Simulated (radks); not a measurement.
Dy XXVIII, configuration [Kr] 4d3 (the NIST ground configuration).

Calculated with a radial shooting solver on a logarithmic mesh with Libxc functionals: Dirac Kohn-Sham, relativistic LDA (MacDonald-Vosko exchange, VWN5 correlation), spin-unpolarised, spherical densities, finite nucleus; open shells fill j = l - 1/2 first; Fermi nuclear charge, rms radius 5.2218 fm.

Energy parts (Ry):
| part | energy |
|---|---|
| total | -23578.4846 |
| kinetic | 25843.7054 |
| electron-nucleus | -55377.1292 |
| Hartree | 6353.8894 |
| exchange-correlation | -398.9502 |

Orbitals (lengths in bohr, moments of r in powers of bohr; r(90%) holds 90 % of the orbital's charge):
orbital  occ.  eigenvalue (Ry)  r(90%)  small-component weight
1s1/2       2        -3980.737  0.0384                6.03e-02
2s1/2       2        -720.0895   0.139                1.34e-02
2p1/2       2        -688.9419   0.123                1.35e-02
2p3/2       4        -630.7979   0.132                1.24e-02
3s1/2       2        -211.3834   0.342                4.35e-03
3p1/2       2        -197.7850   0.334                4.30e-03
3p3/2       4        -185.4931   0.352                4.01e-03
3d3/2       4        -162.1328   0.323                3.89e-03
3d5/2       6        -159.4193   0.328                3.81e-03
4s1/2       2        -88.07884   0.695                1.68e-03
4p1/2       2        -82.46851   0.703                1.63e-03
4p3/2       4        -78.97682   0.731                1.54e-03
4d3/2       3        -69.66325   0.742                1.43e-03
4d5/2       0        -68.92897   0.750                1.40e-03

The highest occupied level is 4d3/2 at -947.82 eV. The density falls to 0.001 e/bohr^3 at r = 1.30 bohr. For comparison, the ionisation energy in NIST's Atomic Spectra Database is 969 eV (theoretical). In exact Kohn-Sham theory the highest level is minus the ionisation energy, but local and semilocal functionals leave it too shallow, through self-interaction and a potential that decays too fast; potentials with the right tail come closer. Summed over all electrons, <r^2> = 4.232 bohr^2, which gives a Langevin (diamagnetic) susceptibility term of -3.35 x 10^-6 cm^3/mol.

Beside tabulated values, note that spin-unpolarised runs miss the spin-polarisation part of the exchange energy of open shells.
